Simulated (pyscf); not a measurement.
PySCF, gas phase, ωB97X-D3(BJ)/def2-SVP geometries. MP2 and CC: frozen core, UHF for open shells. ΔMP2 is the change of the MP2 total energy from the triple- to the quadruple-zeta basis.

Question: PBE/def2-TZVP puts the barrier of cyclic C₂H₄Cl+ (SMILES C1C[Cl+]1) → H₃C–CH⁺–Cl (rearrangement; singlet surface; C–Cl, C–H broken, C–H formed) at 27.3 kcal/mol and the reaction energy at -5.3 kcal/mol, from the reactant's lowest minimum found. What do B3LYP-D3(BJ)/def2-TZVP, PBE0-D3(BJ)/def2-TZVP, CCSD(T)/def2-TZVPP + ΔMP2(QZVPP) give on the same structures?

Answer: B3LYP-D3(BJ): ΔE‡ = 24.6 kcal/mol, ΔE = -6.3 kcal/mol; PBE0-D3(BJ): ΔE‡ = 28.7 kcal/mol, ΔE = -3.7 kcal/mol; CCSD(T): ΔE‡ = 29.0 kcal/mol, ΔE = -2.6 kcal/mol. PBE's barrier lies among them. Its reaction energy lies among theirs. This is the saddle that the search found; another between the same sides may lie lower. The CCSD(T) − MP2 part came from Ansatz, without density fitting, on the same reference.
